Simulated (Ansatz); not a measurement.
The same hydrogenolysis along the group F, Cl, Br, I.

Gas-phase electronic energies from Ansatz, PBE0-D4/def2-TZVP geometries. CCSD(T)/CBS adds triple-zeta CCSD(T) − MP2 to the extrapolated MP2 energy (def2 sets, frozen cores). This one scheme is used for every species. Functionals use def2-TZVPP. Elements past krypton have def2 core potentials. For Br, I outer-core shells are correlated without core-valence functions, which leaves a few kJ/mol of doubt a bond. Scalar relativity is left out up to krypton. One conformer a species, not always the lowest.

```
                             reaction  PBE-D4 (kJ/mol)
 `C[SiH](O)F` + H₂ → `C[SiH2]O` + H–F              136
`C[SiH](O)Cl` + H₂ → `C[SiH2]O` + HCl               98
`C[SiH](O)Br` + H₂ → `C[SiH2]O` + HBr               95
  `C[SiH](O)I` + H₂ → `C[SiH2]O` + HI               86
```

Give the CCSD(T)/CBS values in the same order. (An estimate is asked.)

Computed: 141, 98, 95, 85 kJ/mol.

Largest T1 diagnostic: 0.011, for `C[SiH](O)F`.
